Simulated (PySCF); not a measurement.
PySCF input file for C7H7N3O, SMILES c1(ocnn1)-c1n(C)ccc1, TDA-B3LYP/def2-SVP. Coordinates come from a r2SCAN-D4/def2-SVP optimisation. One conformer was computed; it need not be the lowest.

```python
import numpy as np
from pyscf import gto, scf, dft, tdscf

mol = gto.M(
    atom='''
    C     2.09649786   -1.21850530    0.00000000
    N     0.66927709   -1.48216732    0.00000000
    C     0.10025856   -2.72362740    0.00000000
    C    -1.28350293   -2.59105892   -0.00000000
    C    -1.56653755   -1.20933989   -0.00000000
    C    -0.34066118   -0.53725795    0.00000000
    C    -0.09107366    0.87350358    0.00000000
    N     1.04068764    1.53331531   -0.00000000
    N     0.71202869    2.87699376   -0.00000000
    C    -0.57774386    2.93655116    0.00000000
    O    -1.16652472    1.71382066    0.00000000
    H     2.62285883   -2.18166166    0.00000000
    H     2.38504551   -0.63544740   -0.88553564
    H     2.38504551   -0.63544740    0.88553564
    H     0.72783861   -3.61382391   -0.00000000
    H    -2.00193662   -3.40891675   -0.00000000
    H    -2.54256153   -0.72735700    0.00000000
    H    -1.22146988    3.81350499   -0.00000000
    ''',
    basis='def2-SVP',
    charge=0,
    spin=0,
    symmetry=True,
    max_memory=1600,
    verbose=4,
)
mf = dft.RKS(mol, xc='b3lyp').density_fit(auxbasis='def2-universal-jkfit')
mf.grids.level = 3
mf.conv_tol = 1e-9
mf.max_cycle = 100
mf.kernel()
mf.grids = dft.Grids(mol).set(level=1).build(with_non0tab=True)  # coarser grid for the response kernel
td = tdscf.TDA(mf)
td.singlet = True
td.nstates = 10
td.conv_tol = 1e-4
td.positive_eig_threshold = 1e-6
td.kernel(x0=td.get_init_guess(mf, 15))
td.analyze()
tt = tdscf.TDA(mf)
tt.singlet = False
tt.nstates = 4
tt.conv_tol = 1e-4
tt.positive_eig_threshold = 1e-6
tt.kernel(x0=tt.get_init_guess(mf, 9))
tt.analyze(verbose=3)
```

Log of the run:

```
PySCF version 2.14.0

[INPUT] verbose = 4
[INPUT] num. atoms = 18
[INPUT] num. electrons = 78
[INPUT] charge = 0
[INPUT] spin (= nelec alpha-beta = 2S) = 0
[INPUT] symmetry True subgroup None
[INPUT] Mole.unit = angstrom
[INPUT] Symbol           X                Y                Z      unit          X                Y                Z       unit  Magmom
[INPUT]  1 C      2.096497860000  -1.218505300000   0.000000000000 AA    3.961806776137  -2.302641298331   0.000000000000 Bohr   0.0
[INPUT]  2 N      0.669277090000  -1.482167320000   0.000000000000 AA    1.264750401546  -2.800890305581   0.000000000000 Bohr   0.0
[INPUT]  3 C      0.100258560000  -2.723627400000   0.000000000000 AA    0.189461220043  -5.146909851361   0.000000000000 Bohr   0.0
[INPUT]  4 C     -1.283502930000  -2.591058920000   0.000000000000 AA   -2.425469017777  -4.896391731411   0.000000000000 Bohr   0.0
[INPUT]  5 C     -1.566537550000  -1.209339890000   0.000000000000 AA   -2.960326933347  -2.285321183612   0.000000000000 Bohr   0.0
[INPUT]  6 C     -0.340661180000  -0.537257950000   0.000000000000 AA   -0.643756331471  -1.015270383745   0.000000000000 Bohr   0.0
[INPUT]  7 C     -0.091073660000   0.873503580000   0.000000000000 AA   -0.172104274562   1.650682535027   0.000000000000 Bohr   0.0
[INPUT]  8 N      1.040687640000   1.533315310000   0.000000000000 AA    1.966614620820   2.897545998503   0.000000000000 Bohr   0.0
[INPUT]  9 N      0.712028690000   2.876993760000   0.000000000000 AA    1.345539216933   5.436730268483   0.000000000000 Bohr   0.0
[INPUT] 10 C     -0.577743860000   2.936551160000   0.000000000000 AA   -1.091777665549   5.549277443174   0.000000000000 Bohr   0.0
[INPUT] 11 O     -1.166524720000   1.713820660000   0.000000000000 AA   -2.204412238335   3.238651674021   0.000000000000 Bohr   0.0
[INPUT] 12 H      2.622858830000  -2.181661660000   0.000000000000 AA    4.956484852097  -4.122743033864   0.000000000000 Bohr   0.0
[INPUT] 13 H      2.385045510000  -0.635447400000  -0.885535640000 AA    4.507082808524  -1.200821552567  -1.673419833141 Bohr   0.0
[INPUT] 14 H      2.385045510000  -0.635447400000   0.885535640000 AA    4.507082808524  -1.200821552567   1.673419833141 Bohr   0.0
[INPUT] 15 H      0.727838610000  -3.613823910000   0.000000000000 AA    1.375415635784  -6.829137452305   0.000000000000 Bohr   0.0
[INPUT] 16 H     -2.001936620000  -3.408916750000   0.000000000000 AA   -3.783111930537  -6.441919038942   0.000000000000 Bohr   0.0
[INPUT] 17 H     -2.542561530000  -0.727357000000   0.000000000000 AA   -4.804744946555  -1.374505524785   0.000000000000 Bohr   0.0
[INPUT] 18 H     -1.221469880000   3.813504990000   0.000000000000 AA   -2.308243542605   7.206480005762   0.000000000000 Bohr   0.0

nuclear repulsion = 584.341534570347
point group symmetry = Cs
symmetry origin: [1.21136287e-09 1.93818095e-09 0.00000000e+00]
symmetry axis x: [1.00000000e+00 5.47434351e-10 2.63355189e-19]
symmetry axis y: [ 5.47434351e-10 -1.00000000e+00  8.13418395e-20]
symmetry axis z: [5.10092262e-19 8.13418395e-20 1.00000000e+00]
num. orbitals of irrep A' = 135
num. orbitals of irrep A" = 54
number of shells = 87
number of NR pGTOs = 313
number of NR cGTOs = 189
basis = def2-SVP
ecp = {}


[settings echo left out]
init E= -512.018994710845
HOMO (A") = -0.242294884066226  LUMO (A") = -0.0932495060143164  gap/eV = 4.05573
cycle= 1 E= -509.92611583581  delta_E= 2.09  |g|= 0.652  |ddm|= 5.24
HOMO (A") = -0.196172754698773  LUMO (A") = -0.0337123142606348  gap/eV = 4.42077
cycle= 2 E= -509.791582702088  delta_E= 0.135  |g|= 1.02  |ddm|= 1.84
HOMO (A") = -0.210884101883789  LUMO (A") = -0.0319311792760963  gap/eV = 4.86956
cycle= 3 E= -510.018363680454  delta_E= -0.227  |g|= 0.139  |ddm|= 1.12
HOMO (A") = -0.222195089854394  LUMO (A") = -0.0427000658681029  gap/eV = 4.88431
cycle= 4 E= -510.021910050108  delta_E= -0.00355  |g|= 0.0722  |ddm|= 0.217
HOMO (A") = -0.22043230834625  LUMO (A") = -0.0404594436437802  gap/eV = 4.89731
cycle= 5 E= -510.023075045933  delta_E= -0.00116  |g|= 0.0178  |ddm|= 0.0811
HOMO (A") = -0.219390522171456  LUMO (A") = -0.0401537405136905  gap/eV = 4.87728
cycle= 6 E= -510.023130180234  delta_E= -5.51e-05  |g|= 0.0067  |ddm|= 0.0206
HOMO (A") = -0.219726438364558  LUMO (A") = -0.040089327274631  gap/eV = 4.88817
cycle= 7 E= -510.023138820192  delta_E= -8.64e-06  |g|= 0.00259  |ddm|= 0.00825
HOMO (A") = -0.219764576171343  LUMO (A") = -0.0401289881461202  gap/eV = 4.88813
cycle= 8 E= -510.023140267426  delta_E= -1.45e-06  |g|= 0.000618  |ddm|= 0.0029
HOMO (A") = -0.219760225542992  LUMO (A") = -0.0401527135219029  gap/eV = 4.88737
cycle= 9 E= -510.023140350054  delta_E= -8.26e-08  |g|= 0.000185  |ddm|= 0.000813
HOMO (A") = -0.21975977122793  LUMO (A") = -0.0401467855759732  gap/eV = 4.88752
cycle= 10 E= -510.023140357929  delta_E= -7.87e-09  |g|= 7.78e-05  |ddm|= 0.000268
HOMO (A") = -0.21975799624514  LUMO (A") = -0.0401449807050254  gap/eV = 4.88752
cycle= 11 E= -510.023140359055  delta_E= -1.13e-09  |g|= 3.75e-05  |ddm|= 0.000113
HOMO (A") = -0.219757450105895  LUMO (A") = -0.0401449954858597  gap/eV = 4.88750
cycle= 12 E= -510.023140359342  delta_E= -2.86e-10  |g|= 7.65e-06  |ddm|= 4.67e-05
HOMO (A") = -0.219757947923331  LUMO (A") = -0.040145659261956  gap/eV = 4.88750
Extra cycle  E= -510.023140359315  delta_E= 2.64e-11  |g|= 1.32e-05  |ddm|= 2.14e-05
converged SCF energy = -510.023140359315
tot grids = 74104
Overwritten attributes  positive_eig_threshold  of <class 'pyscf.tdscf.rks.TDA'>


******** <class 'pyscf.tdscf.rks.TDA'> for <class 'pyscf.df.df_jk.DFSymAdaptedRKS'> ********
nstates = 10 singlet
deg_eia_thresh = 1.000e-03
wfnsym = None
conv_tol = 0.0001
eigh lindep = 1e-12
eigh level_shift = 0
eigh max_cycle = 100


Excitation energies (eV)
[4.92002921 5.2834353  5.41235283 5.92259044 6.54986773 6.59353414
 6.62825475 6.8148226  6.88340848 7.31281249]

** Singlet excitation energies and oscillator strengths **
Excited State   1:   A'      4.92003 eV    252.00 nm  f=0.5998
      38 -> 40        0.12075
      39 -> 40       -0.65989
      39 -> 41        0.16752
Excited State   2:   A"      5.28344 eV    234.67 nm  f=0.0003
      37 -> 40        0.70131
Excited State   3:   A'      5.41235 eV    229.08 nm  f=0.0584
      38 -> 40       -0.66246
      39 -> 40       -0.11711
      39 -> 42        0.16831
Excited State   4:   A'      5.92259 eV    209.34 nm  f=0.1286
      34 -> 40       -0.13661
      36 -> 40       -0.12431
      39 -> 40        0.15551
      39 -> 41        0.64997
Excited State   5:   A"      6.54987 eV    189.29 nm  f=0.0133
      35 -> 40       -0.54845
      37 -> 41       -0.43192
Excited State   6:   A'      6.59353 eV    188.04 nm  f=0.0376
      36 -> 40       -0.24827
      38 -> 41        0.55701
      39 -> 42       -0.33562
Excited State   7:   A"      6.62825 eV    187.05 nm  f=0.0053
      35 -> 40        0.43562
      37 -> 41       -0.54321
Excited State   8:   A"      6.81482 eV    181.93 nm  f=0.0002
      39 -> 43       -0.69448
Excited State   9:   A'      6.88341 eV    180.12 nm  f=0.0450
      36 -> 40        0.49013
      38 -> 41        0.36864
      38 -> 42        0.16339
      39 -> 42        0.18504
      39 -> 46        0.18359
Excited State  10:   A'      7.31281 eV    169.54 nm  f=0.0754
      34 -> 40        0.13974
      36 -> 40        0.33464
      38 -> 40       -0.11491
      38 -> 41       -0.17778
      38 -> 46       -0.17140
      39 -> 41        0.11438
      39 -> 42       -0.49224

** Transition electric dipole moments (AU) **
state          X           Y           Z        Dip. S.      Osc.
  1        -0.0307     -2.2305      0.0000      4.9760      0.5998
  2        -0.0000     -0.0000      0.0517      0.0027      0.0003
  3        -0.5480     -0.3746      0.0000      0.4406      0.0584
  4         0.2803      0.8989     -0.0000      0.8865      0.1286
  5        -0.0000     -0.0000     -0.2883      0.0831      0.0133
  6        -0.1010      0.4718      0.0000      0.2328      0.0376
  7        -0.0000     -0.0000     -0.1800      0.0324      0.0053
  8         0.0000      0.0000     -0.0384      0.0015      0.0002
  9         0.4589     -0.2374     -0.0000      0.2670      0.0450
 10        -0.6487     -0.0148      0.0000      0.4211      0.0754

** Transition velocity dipole moments (imaginary part, AU) **
state          X           Y           Z        Dip. S.      Osc.
  1         0.0039     -0.0937      0.0000      0.0088      0.0324
  2        -0.0000     -0.0000     -0.0156      0.0002      0.0008
  3         0.0106     -0.0267     -0.0000      0.0008      0.0028
  4        -0.0461      0.0504     -0.0000      0.0047      0.0143
  5        -0.0000     -0.0000      0.0138      0.0002      0.0005
  6        -0.0031      0.0217      0.0000      0.0005      0.0013
  7        -0.0000      0.0000      0.0158      0.0002      0.0007
  8        -0.0000      0.0000     -0.0348      0.0012      0.0032
  9         0.0075     -0.0164     -0.0000      0.0003      0.0009
 10        -0.0181     -0.0448      0.0000      0.0023      0.0058

** Transition magnetic dipole moments (imaginary part, AU) **
state          X           Y           Z
  1        -0.0000      0.0000     -0.0476
  2         0.1867      0.2165      0.0000
  3        -0.0000      0.0000      0.2781
  4        -0.0000     -0.0000      0.4658
  5         0.2915     -0.9877     -0.0000
  6         0.0000      0.0000      0.0598
  7         0.1917     -0.4811      0.0000
  8        -0.2925      0.0390      0.0000
  9        -0.0000     -0.0000      0.1805
 10         0.0000      0.0000      0.6178


******** <class 'pyscf.tdscf.rks.TDA'> for <class 'pyscf.df.df_jk.DFSymAdaptedRKS'> ********
nstates = 4 triplet
deg_eia_thresh = 1.000e-03
wfnsym = None
conv_tol = 0.0001
eigh lindep = 1e-12
eigh level_shift = 0
eigh max_cycle = 100


Excitation energies (eV)
[3.21705707 4.33506675 4.62389585 4.8406658 ]

** Triplet excitation energies and oscillator strengths **
Excited State   1:   A'      3.21706 eV    385.40 nm  f=0.0000
Excited State   2:   A'      4.33507 eV    286.00 nm  f=0.0000
Excited State   3:   A'      4.62390 eV    268.14 nm  f=0.0000
Excited State   4:   A"      4.84067 eV    256.13 nm  f=0.0000
```

Self-consistency was reached.
